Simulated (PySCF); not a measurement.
Gas-phase reaction: Sb + 3 HF = SbH3 + 3 F, at 2000 K and a standard pressure of 1 bar. Level: ωB97X-V/def2-TZVP†.

Computed with PySCF and rigid-rotor harmonic-oscillator thermochemistry at 1 bar. † marks an energy on the PBE0/def2-TZVP geometry and frequencies. Open shells (unrestricted): Sb (multiplicity 4), F (multiplicity 2, electronic degeneracy 6); the rest are closed-shell singlets. Spin-orbit splitting is ignored; it lowers the true energy and changes the entropy of F. Sb: scalar-relativistic def2 core potential, no spin-orbit coupling. The harmonic model lacks anharmonicity and excited electronic states, which grow with temperature; levels with a mode under 35 cm⁻¹ are left out.

| species | E (Ha) | H(2000 K) − E (kJ/mol) | S°(2000 K) (J/mol/K) |
|---|---|---|---|
| Sb | -240.18536 | 41.6 | 219.8 |
| HF | -100.45195 | 85.7 | 230.8 |
| SbH3 | -242.00821 | 175.9 | 350.0 |
| F | -99.73417 | 41.6 | 200.0 |
E: electronic energy; H − E holds the zero-point and thermal terms. 1 Ha = 2625.5 kJ/mol.

### Question
Work out ΔH°, ΔS°, ΔG° and log10 K from these numbers.

### Answer
1. ΔE = 1×(-242.00821) + 3×(-99.73417) − 1×(-240.18536) − 3×(-100.45195) = 0.33049 Ha = 867.7 kJ.
2. Δ(H − E) = 1×(175.9) + 3×(41.6) − 1×(41.6) − 3×(85.7) = 2.0 kJ, so ΔH° = 869.7 kJ.
3. ΔS° = 1×(350.0) + 3×(200.0) − 1×(219.8) − 3×(230.8) = 37.8 J/K; the number of gas molecules stays the same.
4. ΔG° = ΔH° − TΔS° = 869.7 − 2000×(37.8)/1000 = 794.1 kJ.
5. log10 K = −ΔG°/(RT ln 10) = -20.74, with RT ln 10 = 38.29 kJ/mol; at standard pressures the reactants are favoured.
6. A shift of 10 kJ in ΔE would move log10 K by 0.26 here.
For scale, ΔH°(298 K) is 840 kJ at this level, 877 kJ at ωB97M-V/def2-TZVP†, and runs from 633 to 1032 kJ over the 18 levels computed.
